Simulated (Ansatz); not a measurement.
ZrO₂⁻ (the lowest doublet isomer of a short search) was relaxed with PBE-D4 (def2-TZVPD) in Ansatz in these states: charge -1 doublet, charge -1 quartet. The geometries follow in no particular order.

In the def2 sets Zr takes a core potential; there is no spin–orbit coupling.

A:

```xyz
3

Zr   -0.266    0.611   -0.169
O    -1.267   -0.767    0.621
O     1.533    0.156   -0.452
```

B:

```xyz
3

Zr    0.656   -0.153   -0.222
O    -0.665   -1.359    0.106
O     0.009    1.512    0.116
```

Judge from the bond lengths which geometry belongs to which state (an estimate).

A is the charge -1 quartet (Zr1–O3 1.877 Å, Zr1–O2 1.877 Å); B is the charge -1 doublet (Zr1–O3 1.818 Å, Zr1–O2 1.818 Å).

At PBE-D4/def2-TZVPD the highest occupied level of the charge -1 quartet lies above zero (up to 1.55 eV). It is a level of α spin, whose loss leaves a triplet; that state wasn't run at this geometry and level. The electron is either unbound and held by the finite basis, or the level is raised by self-interaction error. At PBE-D4/def2-TZVPD the highest occupied level of the charge -1 doublet lies above zero (up to 0.46 eV). By energy differences its removal costs 1.68 eV (vertical, to the charge 0 singlet, at PBE-D4/def2-TZVPD); a positive level beside a positive removal energy at the same level points to self-interaction error. At PBE0-D4/def2-TZVPD a doublet lies 2.76 eV below the charge -1 quartet. These are the stationary points nearest to one start from a short search; other shapes may lie lower in each state.
